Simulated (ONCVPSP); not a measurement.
# What the settings do to the ONCV potential of lutetium

Base potential:

Lu, optimised norm-conserving Vanderbilt (ONCV), made with ONCVPSP 4.0.1 (PBE, scalar-relativistic). Core [Kr], reference 4d10 4f14 5s2 5p6 5d1 6s1.5 6p0.5. Waves: 5s+6s: rc 2.15 bohr, ncon 5, nbas 9, qcut 4.9 1/bohr, 2 projectors; 5p+6p: rc 2.15 bohr, ncon 5, nbas 9, qcut 7.6 1/bohr, 2 projectors; 4d+5d: rc 0.75 bohr, ncon 4, nbas 9, qcut 19.1 1/bohr, 2 projectors; 4f: rc 0.60 bohr, ncon 3, nbas 7, qcut 17.5 1/bohr, 2 projectors, debl 2.2 Ha. Local part: polynomial inside 0.50 bohr (lpopt 5, dvloc0 -1 Ha). Core correction: Teter function, fcfact 4.75, rcfact 1.45.

All-electron outer shells of the reference configuration (PBE, scalar-relativistic, ld1.x):

```json
{"shell": "4s", "level (eV)": "-486.44", "outermost node (bohr)": "0.25", "outermost maximum (bohr)": "0.44"}
{"shell": "4p", "level (eV)": "-358.92", "outermost node (bohr)": "0.25", "outermost maximum (bohr)": "0.47"}
{"shell": "4d", "level (eV)": "-192.65", "outermost node (bohr)": "0.23", "outermost maximum (bohr)": "0.48"}
{"shell": "5s", "level (eV)": "-61.81", "outermost node (bohr)": "0.57", "outermost maximum (bohr)": "1.04"}
{"shell": "5p", "level (eV)": "-32.40", "outermost node (bohr)": "0.61", "outermost maximum (bohr)": "1.19"}
{"shell": "4f", "level (eV)": "-10.36", "outermost node (bohr)": "–", "outermost maximum (bohr)": "0.47"}
{"shell": "6s", "level (eV)": "-5.10", "outermost node (bohr)": "1.41", "outermost maximum (bohr)": "3.04"}
{"shell": "5d", "level (eV)": "-2.31", "outermost node (bohr)": "0.68", "outermost maximum (bohr)": "1.82"}
{"shell": "6p", "level (eV)": "-1.68", "outermost node (bohr)": "1.73", "outermost maximum (bohr)": "4.21"}
```

Cutoffs, loose and tight: the cutoffs (Ha) at which the residual kinetic energy of the hardest occupied pseudo-wave falls to 1 and 0.1 mHa per electron. They do not see the model core or the augmentation charge, which bear on the density cutoff. Test errors are all-electron minus pseudo excitation energies from the reference, over the configurations 4d10 4f14 5s2 5p6 5d1 6s2 6p0; 4d10 4f14 5s2 5p6 5d1 6s1 6p0; 4d10 4f14 5s2 5p6 5d1 6s0 6p0; 4d10 4f13 5s2 5p6 5d2 6s1 6p0. A dash means not determined; rows that change the core or the reference have their own tests.

A true bound ghost makes a file unfit for plane-wave use even where its test errors are small: the radial tests pick states by their node count and pass the ghost by.

```tsv
change	outcome	cutoff, loose	cutoff, tight	bound ghosts	GHOST(+) flags above zero	largest test error (meV)
base	generated	–	–	s, p	f	+66
core correction Teter function, fcfact 4.75, rcfact 1.08	generated	–	–	s, p	f	+66
s: qcut 5; p: qcut 7.8; d: qcut 19.7; f: qcut 18	generated	–	–	s, p	f	+70
core correction polynomial model core, fcfact 0.55	generated	–	–	s, p	f	+61
s: rc 2.24	generated	–	–	s, p	f	+75
```

Problem. What comes out with this change to the base: reference 4d10 4f14 5s2 5p6 5d1 6s1.5; wave 5p+6p: rc 2.15 bohr, ncon 5, nbas 9, qcut 7.6 1/bohr, 2 projectors becomes 5p: rc 2.15 bohr, ncon 5, nbas 9, qcut 7.6 1/bohr, 2 projectors, debl 3 Ha?

Solution. outcome: generated; bound ghosts: s, p; GHOST(+) flags above zero: f; largest test error (meV): -104.

Problem. What comes out with this change to the base: core [Kr] 4d10, valence charge 25; reference 4f14 5s2 5p6 5d1 6s1.5; waves now 5s+6s: rc 2.00 bohr, ncon 5, nbas 8, qcut 6.4 1/bohr, 2 projectors; 5p: rc 2.10 bohr, ncon 3, nbas 8, qcut 7.3 1/bohr, 3 projectors, debl 1.1 Ha; 5d: rc 2.70 bohr, ncon 3, nbas 8, qcut 4.9 1/bohr, 1 projector; 4f: rc 0.90 bohr, ncon 4, nbas 9, qcut 15.4 1/bohr, 2 projectors, debl 1.5 Ha; local potential polynomial inside 0.90 bohr (lpopt 5, dvloc0 4 Ha)?

Solution. outcome: generated, projector energies reset by the program; cutoff, loose: 281 Ha; cutoff, tight: 440 Ha; bound ghosts: s; GHOST(+) flags above zero: p; largest test error (meV): +33.
